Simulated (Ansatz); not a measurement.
Worked example: C2H6Mg + SiH2(NH2)(SiH3) → C2H7MgN + SiH3(SiH3)

Gas-phase species: C2H6Mg `C[CH2][MgH]`, singlet; SiH2(NH2)(SiH3), singlet; C2H7MgN `C[CH2][Mg][NH2]`, singlet; SiH3(SiH3) (disilane), singlet. The partners trade H for NH2: Mg–H and Si–NH2 bonds give way to Mg–NH2 and Si–H.

Shapes, held fixed at every level: PBE0-D4/def2-TZVP. Flexible molecules stand in one conformer, not always the lowest. Programs: Ansatz 0.2.0. Electronic energies: no zero-point or thermal term.

At CCSD(T)/def2-TZVPP; 1 Eh = 2625.50 kJ/mol:

```
        species  energy (Eh)
         C2H6Mg  -279.453920
SiH2(NH2)(SiH3)  -636.998803
        C2H7MgN  -334.771719
     SiH3(SiH3)  -581.690342
```

Question: Work out ΔE of the reaction at this level.

Answer: 
1. Products less reactants: (-334.771719) + (-581.690342) − [(-279.453920) + (-636.998803)] = -0.009338 Eh = -24.5 kJ/mol.

Other levels give -23.8 (CCSD/def2-TZVPP) to -12.9 kJ/mol (HF/def2-TZVPP). No measured value is set beside it here. Outer-core shells of Mg are correlated, in sets that cover them unevenly.
